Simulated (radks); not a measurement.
Ionisation of neutral rubidium, [Kr] 5s1, to [Kr] as the strength of local exchange is varied. All-electron calculation, scalar-relativistic Kohn-Sham, Slater X-alpha exchange (alpha = 2/3 is LDA exchange), no correlation, spin-polarised, spherical densities, finite nucleus; open shells are filled with parallel spins first (spin-orbit coupling, left out, can overturn this in heavy ions); Fermi nuclear charge, rms radius 4.2036 fm. Program: a radial shooting solver on a logarithmic mesh with Libxc functionals.

alpha = 0.667: E(Rb) (hartree) -2974.31843; exchange (hartree) -93.71014; IE (eV) 3.904; -e of the level emptied (eV) 2.116 (5s); <r> of it (bohr) 5.283
alpha = 0.803: E(Rb) (hartree) -2993.50798; exchange (hartree) -113.51039; IE (eV) 4.446; -e of the level emptied (eV) 2.663 (5s); <r> of it (bohr) 4.971
alpha = 0.841: E(Rb) (hartree) -2998.89077; exchange (hartree) -119.08457; IE (eV) 4.604; -e of the level emptied (eV) 2.824 (5s); <r> of it (bohr) 4.892
alpha = 0.886: E(Rb) (hartree) -3005.27699; exchange (hartree) -125.70912; IE (eV) 4.794; -e of the level emptied (eV) 3.021 (5s); <r> of it (bohr) 4.803
alpha = 0.91: E(Rb) (hartree) -3008.68822; exchange (hartree) -129.25266; IE (eV) 4.897; -e of the level emptied (eV) 3.128 (5s); <r> of it (bohr) 4.757
alpha = 1.032: E(Rb) (hartree) -3026.08516; exchange (hartree) -147.37787; IE (eV) 5.435; -e of the level emptied (eV) 3.694 (5s); <r> of it (bohr) 4.540

NIST Atomic Spectra Database: 4.177 eV (measured). The Delta-SCF value meets it near alpha = 0.74.
